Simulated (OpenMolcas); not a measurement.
Xe4+: effect of the active space

```yaml
Program: OpenMolcas 26.06
Method: MS-CASPT2 or its RAS form, IPEA 0.25 Eh, imaginary shift 0.1 Eh
Basis: ANO-R3
Scalar_Hamiltonian: X2C, finite nucleus
Spin-orbit_coupling: state interaction with AMFI integrals over the reference wave functions, term energies averaged over their components
```

A. 4 electrons in 4 orbitals (5s 5p); 2S+1 = 3 even, 6 roots; 2S+1 = 1 even, 12 roots; 2S+1 = 5 odd, 1 root; 2S+1 = 3 odd, 9 roots; 2S+1 = 1 odd, 8 roots; closed shells correlated: 4d; CASPT2 step of the order of 24 core-seconds
B. 2 electrons in 9 orbitals (RAS2 5p; RAS3 5d 6s, at most 1 electron); 2S+1 = 3 even, 3 roots; 2S+1 = 1 even, 6 roots; 2S+1 = 3 odd, 18 roots; 2S+1 = 1 odd, 18 roots; closed shells correlated: 4d 5s; CASPT2 step of the order of 70 core-seconds

Energies in cm-1 above 5s2 5p2 3P0, the measured ground level; measured values from Saloman, J. Phys. Chem. Ref. Data 33, 765 (2004).

```csv
Level,A,B,Measured
5s2 5p2 3P0,0.0,0.0,0.0
5s2 5p2 3P1,7970,7740,9292
5s2 5p2 3P2 [70 %],12460,12390,14127
5s2 5p2 1D2 [70 %],25450,25650,28411
5s2 5p2 1S0,42290,45180,44470
```

Deviations, from unrounded energies. A percentage is the sum of absolute deviations over the sum of measured energies, with the sign that they share, or ± where signs differ.

```csv
Against measurement,Levels,A,B
mean absolute deviation (cm-1),4,2000,1700
fine structure of the ground term (%),2,-12.8,-14.1
other terms of the ground configuration (%),2,-7.1,±4.8
```

B lies closest to measurement on these levels. The largest miss of B in the table is 5s2 5p2 1D2 [70 %], by -2800 cm-1. The ranking rests on the paired levels alone, and a cruder setting can come out closer through cancelling errors.

Between A and B the level of the table that moves most is 5s2 5p2 1S0, by 2900 cm-1 (lowest in A, highest in B). Moves below CASPT2's spread within the term are not significant.

CASPT2 breaks the degeneracy within a term, and the mean is taken; among the terms shown or strongly mixed into the levels shown the widest spread is 170 cm-1 (5s2 5p2 1D, A). Over all roots computed the reference weight is 0.83 to 0.94 in A, 0.82 to 0.93 in B; the roots of lowest weight are the least certain, and an intruder state may touch them. With the s shell closed, the reference lacks s² → p² mixing (holds for B). Computed and measured levels are paired by configuration, term and J; levels that our copy of the source lacks, or whose pairing is in doubt (as where it misses far off the trend of its configuration), stay unpaired and out of the deviations. Levels of configurations outside the active space are missing. Levels that lie high or do not pair safely by name in every column are left out.

A share in square brackets marks a mixed level and gives the weight of the term that names it, the lowest over the columns.
